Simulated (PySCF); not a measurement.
# One molecule, several mistakes: BH4NOSi

All numbers below are calculated, not measured. They come from PySCF 2.14.0, an open-source quantum chemistry program, on an isolated molecule that a program drew, which may never have been made. The molecule is BH4NOSi (charge 0, singlet), drawn as the SMILES string `OBN[SiH]`.

Each row is a Hartree-Fock (HF) and frozen-core CCSD(T) single point in the cc-pV(D+d)Z basis, meant for a local HF minimum. Run 1 is clean. Each other run has one planted mistake out of seven kinds, and not every kind appears here: one electron removed, one electron added, multiplicity raised by two, geometry at a saddle point, minimal basis STO-3G, one bond length entered in bohr, all coordinates scaled. The reference is restricted for singlets and unrestricted otherwise, and also for a bond in bohr. Adding or removing an electron swaps singlet and doublet. Electrons count all cores. HOMO and LUMO are orbital energies over both spins, the gradient is its largest component, and the lowest frequency (negative if imaginary) is given only where the gradient is small. Bond lengths are over the 7 bonds as drawn. T1 is the CCSD diagnostic: over 0.02 (restricted) or 0.045 (unrestricted) a single reference is doubtful.

Geometry of the clean run:
```xyz
8
BH4NOSi, angstrom
O    -0.7667    0.6107    1.0073
B    -0.8963   -0.5101    0.2693
N    -0.7005   -0.5592   -1.1660
Si   -0.2828    0.6079   -2.3661
H    -0.5332    1.3808    0.5085
H    -1.1914   -1.5179    0.8489
H    -0.8415   -1.4828   -1.5362
H    -0.1668    1.8028   -1.4248
```

| run | electrons | basis functions | <S^2> | HOMO (eV) | LUMO (eV) | gradient (hartree/bohr) | lowest frequency (cm^-1) | mean bond (Å) | longest bond (Å) | T1 | HF (hartree) | CCSD(T) (hartree) | mistake |
|---|---|---|---|---|---|---|---|---|---|---|---|---|---|
| 1 | 38 | 85 | 0.000 | -9.17 | 1.12 | 1.6e-05 | 195 | 1.3143 | 1.725 | 0.0162 | -445.34386 | -445.92051 | no fault |
| 2 | 37 | 85 | 0.766 | -17.73 | -7.23 | 7.8e-02 | - | 1.3143 | 1.725 | 0.0224 | -445.04365 | -445.59364 | one electron removed |
| 3 | 38 | 85 | 0.843 | -8.77 | 1.13 | 1.8e-02 | - | 1.4346 | 1.789 | 0.0769 | -445.20388 | -445.78782 | ? |
| 4 | 38 | 85 | 0.000 | -8.98 | 1.33 | 7.2e-02 | - | 1.2499 | 1.641 | 0.0145 | -445.32154 | -445.88889 | ? |

**Which mistake was planted in run 3, and what did it cost?**

The mean bond changes by a factor of 1.092 and the longest by 1.037, so the molecule wasn't scaled as a whole. A length L in bohr read as angstrom grows by (1/0.5292 - 1) L = 0.890 L. The 7 bonds together grew by 7 x 0.1203 = 0.842 Å, which gives L = 0.946 Å. That is bond O1-H5, 0.947 Å in the clean geometry. So the mistake is: one bond length entered in bohr. Subtracting run 1 and multiplying by 627.51 kcal/mol a hartree, the energy moved by 87.8 kcal/mol in HF and 83.3 kcal/mol in CCSD(T).

**Which mistake was planted in run 4, and what did it cost?**

The mean and the longest bond both change by the same factor, 0.951, and the gradient is no longer small. So the mistake is: all coordinates scaled. Subtracting run 1 and multiplying by 627.51 kcal/mol a hartree, the energy moved by 14.0 kcal/mol in HF and 19.8 kcal/mol in CCSD(T).

Cautions from the logs. Run 3: T1 is over the limit, so its CCSD(T) energy is less reliable.
